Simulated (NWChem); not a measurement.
C2H2ClFOSi; SMILES C([Si@](Cl)(F)O)#C

```xyz
8

C      1.0072     2.7136    -0.0642
C      0.4368     1.6280    -0.0271
Si    -0.3784     0.0098     0.0070
O     -1.3858    -0.0368     1.3146
F     -1.2171    -0.2048    -1.3715
Cl     1.0132    -1.5111     0.0694
H      1.5094     3.6726    -0.0935
H     -1.7724    -0.9049     1.5267
```
Atoms are numbered in this order, from 1.

Level: PBE-D3(BJ)/def2-SVP (NWChem), optimised geometry, unscaled harmonic frequencies. 

Task: List the harmonic frequencies with IR intensities, and the thermochemistry.

Result: 
```
frequency (cm⁻¹)  IR intensity (km/mol)
----------------  ---------------------
107                                 0.5
131                                 3.6
175                                55.8
236                                12.4
276                                52.2
304                                43.3
350                                23.6
368                                16.8
526                                63.5
667                               169.3
709                                28.8
714                                24.1
792                               268.5
884                               167.6
956                               123.8
2106                               68.9
3390                               49.1
3766                              114.2
```

| Property | Result |
|---|---|
| zero-point energy | 23.5 kcal/mol |
| thermal correction to the enthalpy at 298.15 K (with zero-point energy) | 28.9 kcal/mol |
| heat capacity Cv | 25.3 cal/(mol K) |
| entropy at 298.15 K and 1 atm (symmetry number 1) | 86.2 cal/(mol K) |
| dipole moment | 1.07 D |

Rigid rotor and harmonic oscillator.
